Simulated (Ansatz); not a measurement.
A made-up structure of CH4SeSi, singlet:

C1  (-0.725, 0.446, -0.241)
Si2  (0.827, -0.449, 0.238)
Se3  (0.981, -2.196, 1.349)
H4  (-0.695, 1.469, 0.146)
H5  (-1.609, -0.062, 0.142)
H6  (-0.789, 0.515, -1.332)
H7  (1.153, -3.257, 2.409)
(Å)

It is relaxed with PBE-D4/def2-SVP and then PBE0-D4/def2-TZVP (Ansatz 0.2.0). Atoms count as bonded within 1.22 times the sum of their covalent radii (H–H: 0.88 Å). The end point is not checked to be a true minimum.

Problem. Does its bonding change? (Judge from chemistry; the calculation decides.)

Solution. Computed: No: no bond forms or breaks.

Where it ends: The first stage lowers the energy by 2.15 eV in 14 steps. It ends as CH₄SeSi ([CH3][Si][SeH]):
| atom | x (Å) | y (Å) | z (Å) |
| --- | --- | --- | --- |
| C1 | -0.5988 | 0.0657 | -0.1317 |
| Si2 | 1.1850 | -0.5420 | -0.3893 |
| Se3 | 1.3917 | -1.8976 | 1.4295 |
| H4 | -0.6921 | 0.5945 | 0.8226 |
| H5 | -1.2983 | -0.7763 | -0.1114 |
| H6 | -0.8974 | 0.7450 | -0.9337 |
| H7 | 0.0542 | -1.7235 | 2.0248 |

Labels in which every atom is bracketed show which atoms are joined, not bond orders.

For scale, one of the runs: PBE0-D4/def2-TZVP relaxation, 140 basis functions, launched by `ansatz run in.yaml --threads 2 --pin off --events-out ev --progress --plain --max-ram 4352MiB`. Hardware: 2 CPU threads of an Arm Neoverse V1, shared host. Wall time about 82 s.
